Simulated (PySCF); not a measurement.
Trends in electronic spectra. Theory: PySCF 2.14.0, density-fitted response routines, TDDFT PBE0/def2-SVPD, vertical, gas phase, core orbitals frozen in the response. Geometries: GFN2-xTB; one conformer of each isolated species. Triplets are in the Tamm–Dancoff approximation. Ions are computed without counter-ions or solvent.

Question: Rank by computed LUMO energy, highest first.
A. `COCC1=CC=NO1`
B. `C=C(/C=N/C)C(=O)O`
C. `[SiH3]C(=C=S)CCl`
D. `[H]/N=C/CC(=O)OC=C`
E. `C[C+]1C=C1N1C=CC=C1`
F. `CC(C)[SiH2]C[SiH3]`
G. `CCC(=O)OCC#N`
H. `CC([SiH2][SiH2]C)C`

Answer: F (0.28 eV), H (0.08 eV), G (-0.48 eV), A (-0.72 eV), D (-0.85 eV), B (-2.10 eV), C (-2.43 eV), E (-6.07 eV).

| SMILES | LUMO (eV) | α (au) | first f ≥ 0.01 (nm) | gap (eV) | f (S1) | S1 mainly |
| --- | --- | --- | --- | --- | --- | --- |
| CC(C)[SiH2]C[SiH3] | 0.28 | 104.5 | 168 | 8.11 | 0.005 | H→L (97%) |
| C[SiH2][SiH2]C(C)C | 0.08 | 107.6 | 184 | 7.86 | 0.036 | H→L (91%) |
| CCC(=O)OCC#N | -0.48 | 70.5 | 168 | 8.24 | 0.001 | H→L (80%) |
| COCc1ccno1 | -0.72 | 71.0 | 210 | 6.96 | 0.024 | H-1→L (48%) |
| [H]/N=C/CC(=O)OC=C | -0.85 | 77.5 | 204 | 6.78 | 0.009 | H-1→L (34%) |
| C=C(/C=N/C)C(=O)O | -2.10 | 78.8 | 244 | 5.29 | 0.001 | H→L (96%) |
| [SiH3]C(=C=S)CCl | -2.43 | 104.1 | 256 | 4.38 | 0.000 | H→L (99%) |
| C[c+]1cc1-n1cccc1 | -6.07 | 92.5 | 228 | 4.94 | 0.006 | H→L (84%) |

H and L stand for HOMO and LUMO.
